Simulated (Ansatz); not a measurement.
## Redistribution: C3H10Si + SiH(OH)2(SiH3) → C2H10Si2 + SiH(CH3)(OH)2

Species: C3H10Si `CC[SiH2]C`, singlet; SiH(OH)2(SiH3), singlet; C2H10Si2 `CC[SiH2][SiH3]`, singlet; SiH(CH3)(OH)2, singlet. The partners trade CH3 for SiH3; both sit on Si, so the bond types are kept.

Shapes, held fixed at every level: PBE0-D4/def2-TZVP. Flexible molecules stand in one conformer, not always the lowest. Programs: Ansatz 0.2.0. The zero-point and thermal change to 298 K, harmonic and unscaled (PBE0-D4/def2-TZVP), is -0.1 kJ/mol.

```json
{"level": "HF/def2-TZVPP", "kind": "Hartree–Fock", "ΔH(298 K) (kJ/mol)": "-20.4", "less CCSD(T)/CBS estimate": "+1.5"}
{"level": "PBE0-D4/def2-TZVPP", "kind": "global hybrid", "ΔH(298 K) (kJ/mol)": "-22.1", "less CCSD(T)/CBS estimate": "-0.2"}
{"level": "wB97X-V/def2-TZVPP", "kind": "range-separated hybrid", "ΔH(298 K) (kJ/mol)": "-20.6", "less CCSD(T)/CBS estimate": "+1.3"}
{"level": "MP2/def2-TZVPP", "kind": "perturbation theory", "ΔH(298 K) (kJ/mol)": "-22.4", "less CCSD(T)/CBS estimate": "-0.5"}
{"level": "CCSD(T)/def2-SVP", "kind": "coupled cluster or CI", "ΔH(298 K) (kJ/mol)": "-24.4", "less CCSD(T)/CBS estimate": "-2.5"}
{"level": "CCSD(T)/def2-TZVPP", "kind": "coupled cluster or CI", "ΔH(298 K) (kJ/mol)": "-22.4", "less CCSD(T)/CBS estimate": "-0.5"}
{"level": "CCSD/def2-TZVPP", "kind": "coupled cluster or CI", "ΔH(298 K) (kJ/mol)": "-22.2", "less CCSD(T)/CBS estimate": "-0.3"}
{"level": "CCSD(T)/CBS estimate", "kind": "coupled cluster or CI", "ΔH(298 K) (kJ/mol)": "-21.9", "less CCSD(T)/CBS estimate": "0.0"}
```

The highest level, CCSD(T)/CBS estimate, gives ΔH(298 K) = -21.9 kJ/mol; the levels span -24.4 to -20.4. The column of differences is taken from that level and isn't an error. No measured value is set beside it here. The CBS estimate extrapolates MP2 from def2-TZVPP and def2-QZVPP and adds CCSD(T) − MP2 in the triple-zeta set, cores frozen.
